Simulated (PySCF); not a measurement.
Al(H)(F)(OH) (AlFH₂O), SMILES [F][AlH][OH]. Atoms are numbered in the order given.

```xyz
5

Al    -0.4486    -0.0395     0.0000
H     -2.0173    -0.1337     0.0000
F      0.4694    -1.4310     0.0000
O      0.2960     1.4902     0.0000
H      1.2564     1.6049     0.0000
```
Charge 0, spin multiplicity 1.

Geometry: PBE-D3(BJ)/def2-TZVP. One conformer was computed; it need not be the lowest.

Calculation: TDA-PBE0/def2-SVPD (PySCF).

Vertical excitations.  State labels are in the subgroup Cs.

```json
[
 {"state": "S1", "symmetry": "A\"", "energy (eV)": "7.55", "λ (nm)": "164", "f": "0.015", "main pairs": "HOMO→LUMO 83 %, HOMO−1→LUMO+1 15 %"},
 {"state": "S2", "symmetry": "A\"", "energy (eV)": "7.79", "λ (nm)": "159", "f": "0.081", "main pairs": "HOMO−1→LUMO+1 71 %, HOMO−2→LUMO+1 16 %, HOMO→LUMO 11 %"},
 {"state": "S3", "symmetry": "A'", "energy (eV)": "7.81", "λ (nm)": "159", "f": "0.003", "main pairs": "HOMO→LUMO+1 49 %, HOMO−1→LUMO 25 %, HOMO−2→LUMO 25 %"},
 {"state": "S4", "symmetry": "A\"", "energy (eV)": "8.25", "λ (nm)": "150", "f": "0.136", "main pairs": "HOMO−2→LUMO+1 82 %, HOMO−1→LUMO+1 13 %"},
 {"state": "S5", "symmetry": "A'", "energy (eV)": "8.39", "λ (nm)": "148", "f": "0.137", "main pairs": "HOMO→LUMO+1 45 %, HOMO−2→LUMO 27 %, HOMO−1→LUMO 19 %"},
 {"state": "S6", "symmetry": "A'", "energy (eV)": "8.56", "λ (nm)": "145", "f": "0.177", "main pairs": "HOMO−1→LUMO 52 %, HOMO−2→LUMO 44 %"},
 {"state": "S7", "symmetry": "A\"", "energy (eV)": "9.03", "λ (nm)": "137", "f": "0.005", "main pairs": "HOMO→LUMO+2 93 %"},
 {"state": "S8", "symmetry": "A'", "energy (eV)": "9.36", "λ (nm)": "132", "f": "0.105", "main pairs": "HOMO−1→LUMO+2 78 %"},
 {"state": "S9", "symmetry": "A\"", "energy (eV)": "9.58", "λ (nm)": "129", "f": "0.000", "main pairs": "HOMO−4→LUMO+1 94 %"},
 {"state": "S10", "symmetry": "A\"", "energy (eV)": "9.68", "λ (nm)": "128", "f": "0.089", "main pairs": "HOMO−3→LUMO 84 %"},
 {"state": "T1", "symmetry": "A\"", "energy (eV)": "6.79", "λ (nm)": "182", "f": "0", "main pairs": "HOMO−1→LUMO+1 89 %"},
 {"state": "T2", "symmetry": "A'", "energy (eV)": "7.05", "λ (nm)": "176", "f": "0", "main pairs": "HOMO−1→LUMO 49 %, HOMO→LUMO+1 38 %"},
 {"state": "T3", "symmetry": "A\"", "energy (eV)": "7.12", "λ (nm)": "174", "f": "0", "main pairs": "HOMO→LUMO 92 %"},
 {"state": "T4", "symmetry": "A'", "energy (eV)": "7.14", "λ (nm)": "174", "f": "0", "main pairs": "HOMO→LUMO+1 55 %, HOMO−1→LUMO 38 %"}
]
```
Triplets are in the Tamm–Dancoff approximation.
